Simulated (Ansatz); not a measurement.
`N[SiH]([SiH3])CCl` + `C[Te][SiH](O)F` → `O[SiH]([SiH3])CCl` + `C[Te][SiH](N)F`  (redistribution)

Computed with Ansatz on PBE0-D4/def2-TZVP structures; ΔE is electronic, products minus reactants. CCSD(T)/CBS adds triple-zeta CCSD(T) − MP2 to the extrapolated MP2 energy (def2 sets, frozen cores). DFT in def2-TZVPP. B3LYP here is the variant with VWN-RPA as its local correlation; programs differ in this. def2 core potentials past Kr. For Te outer-core shells are correlated without core-valence functions, which leaves a few kJ/mol of doubt a bond. One conformer a species, not always the lowest.

`N[SiH]([SiH3])CCl`:

Z-matrix (Å, degrees):
```
Si
Si 1 2.345
C 1 1.894 2 108.5
N 1 1.716 2 109.4 3 -124.3
H 1 1.487 2 111.8 3 116.7
H 2 1.492 1 109.5 3 53.1
H 2 1.485 1 112.3 3 -67.6
H 2 1.489 1 109.6 3 171.3
Cl 3 1.789 1 108.3 2 57.0
H 3 1.091 1 112.5 2 -61.6
H 3 1.091 1 112.4 2 175.6
H 4 1.005 1 123.0 2 41.3
H 4 1.006 1 122.5 2 -157.6
```

`C[Te][SiH](O)F`:

Z-matrix (Å, degrees):
```
C
Te 1 2.154
H 1 1.088 2 106.5
H 1 1.087 2 109.7 3 -119.1
H 1 1.086 2 109.2 3 119.2
Si 2 2.473 1 93.7 3 171.7
F 6 1.592 2 111.6 1 59.0
O 6 1.636 2 112.1 1 -56.8
H 6 1.480 2 108.7 1 177.7
H 8 0.959 6 116.7 2 -40.3
```

`O[SiH]([SiH3])CCl`:

```xyz
12

O     1.681   -0.922   -0.430
Si    0.298   -0.038   -0.567
Si   -1.464   -1.394    0.169
C     0.434    1.520    0.488
Cl    1.933    2.382    0.010
H     2.500   -0.442   -0.581
H     0.075    0.427   -1.966
H    -1.262   -1.788    1.590
H    -1.574   -2.620   -0.665
H    -2.739   -0.632    0.068
H    -0.400    2.205    0.333
H     0.518    1.302    1.553
```

`C[Te][SiH](N)F`:

Z-matrix (Å, degrees):
```
C
Te 1 2.152
H 1 1.088 2 107.3
H 1 1.088 2 108.5 3 119.2
H 1 1.087 2 109.3 3 -119.9
Si 2 2.469 1 94.6 3 -151.0
F 6 1.601 2 114.4 1 -68.4
N 6 1.702 2 108.8 1 47.9
H 6 1.485 2 106.6 1 175.8
H 8 1.007 6 121.1 2 -161.2
H 8 1.006 6 120.9 2 46.2
```

| level | ΔE (kJ/mol) | difference from CCSD(T)/CBS |
| --- | --- | --- |
| PBE-D4 | -1.5 | 0.5 |
| r2SCAN-D4 | -1.7 | 0.3 |
| PBE0-D4 | -1.9 | 0.1 |
| B3LYP-D4 | -2.2 | -0.2 |
| ωB97X-V | -2.3 | -0.3 |
| ωB97M-V | -1.9 | 0.1 |
| B2PLYP | -2.7 | -0.7 |
| PBE | -2.2 | -0.2 |
| r2SCAN | -1.9 | 0.1 |
| PBE0 | -2.5 | -0.5 |
| B3LYP | -3.2 | -1.2 |
| HF/def2-TZVPP | -3.5 | -1.5 |
| MP2/def2-TZVPP | -1.5 | 0.5 |
| SCS-MP2/def2-TZVPP | -1.7 | 0.3 |
| CCSD/def2-TZVPP | -2.5 | -0.5 |
| CCSD(T)/def2-TZVPP | -2.2 | -0.2 |
| HF/def2-QZVPP | -3.2 | -1.2 |
| MP2/def2-QZVPP | -1.2 | 0.8 |
| SCS-MP2/def2-QZVPP | -1.5 | 0.5 |
| HF/CBS(def2) | -3.2 | -1.2 |
| MP2/CBS(def2) | -1.2 | 0.8 |
| CCSD/CBS(def2) | -2.2 | -0.2 |
| CCSD(T)/CBS | -2.0 | 0 |

Largest T1 diagnostic among the species: 0.011.
